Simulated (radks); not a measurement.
Spherical quantum dot in the effective-mass picture: electrons in a hard-walled sphere of radius 4, all in effective atomic units (hartree* = m*/eps^2 hartree, bohr* = eps/m* bohr), one dielectric constant everywhere. Calculated with a radial shooting solver with Libxc functionals: non-relativistic Kohn-Sham, r2SCAN, spin-polarised, spherical densities, generalised Kohn-Sham scheme. Levels are named by radial order and angular momentum (1s, 1p, 1d, 2s, ...), and open shells are averaged over m. Results are scaled to m* = 0.306 and eps = 8.7, for which hartree* = 110 meV and bohr* = 1.505 nm.

N = 6, configuration 1s2 1p(up 3, down 1). This is the lowest configuration that the search found. Occupied and some empty levels:

| level | occupation | eigenvalue (meV) | <r> (nm) |
|---|---|---|---|
| 1s up | 1 | 237.67 | 3.560 |
| 1s down | 1 | 243.92 | 3.504 |
| 1p up | 3 | 263.55 | 3.863 |
| 1p down | 1 | 271.77 | 3.852 |
| 1d up | 0 | 303.28 | 4.084 |
| 1d down | 0 | 313.02 | 4.086 |
| 2s up | 0 | 353.80 | 2.839 |
| 1f up | 0 | 354.68 | 4.252 |
| 2s down | 0 | 358.31 | 2.849 |
| 1f down | 0 | 365.93 | 4.256 |

Energy (meV): total 893.123, kinetic 372.48, external 0, Hartree 717.13, exchange-correlation -196.49.

Electron density:

| r (nm) | n(r) (e/nm^3) |
|---|---|
| 0.455 | 0.005105 |
| 0.906 | 0.006044 |
| 1.36 | 0.007569 |
| 1.81 | 0.009510 |
| 2.26 | 0.01158 |
| 2.71 | 0.01334 |
| 3.16 | 0.01427 |
| 3.61 | 0.01385 |
| 4.06 | 0.01181 |
| 4.51 | 0.008432 |
| 4.96 | 0.004626 |
| 5.41 | 0.001553 |
| 5.86 | 0.00009737 |
